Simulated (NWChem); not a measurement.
System: C4H4F2; SMILES C=C=CC(F)F

```xyz
10

C      0.2824    -2.7894     0.0000
C     -0.1746    -1.5660     0.0000
C     -0.6189    -0.3342     0.0000
C      0.2861     0.8553     0.0000
F      0.0408     1.6233    -1.0870
F      0.0408     1.6233     1.0870
H      0.4782    -3.3198    -0.9377
H      0.4782    -3.3198     0.9377
H     -1.6944    -0.1190     0.0000
H      1.3528     0.5744     0.0000
```
Atoms are numbered in this order, from 1.

Level: PBE0/def2-SVP (NWChem), optimised geometry, unscaled harmonic frequencies. 

```
frequency (cm⁻¹)  IR intensity (km/mol)
----------------  ---------------------
61                                  0.4
166                                 0.2
314                                 1.3
356                                 5.6
432                                17.4
512                                25.6
618                                 0.9
644                                 0.2
879                                54.0
890                                20.0
985                                 0.1
1070                                6.7
1141                              215.6
1145                               17.2
1155                              217.4
1291                                2.9
1382                               28.8
1403                               68.6
1491                               42.9
2106                               87.6
3107                               29.8
3156                                0.8
3182                                0.4
3251                                1.2
```

```yaml
zero_point_energy: 43.9 kcal/mol
thermal correction to the enthalpy at 298.15 K (with zero-point energy): 48.3 kcal/mol
heat capacity Cv: 20.5 cal/(mol K)
entropy at 298.15 K and 1 atm (symmetry number 1): 78.6 cal/(mol K)
dipole_moment: 2.44 D
```

Rigid rotor and harmonic oscillator; modes under 100 cm⁻¹ make the entropy uncertain.
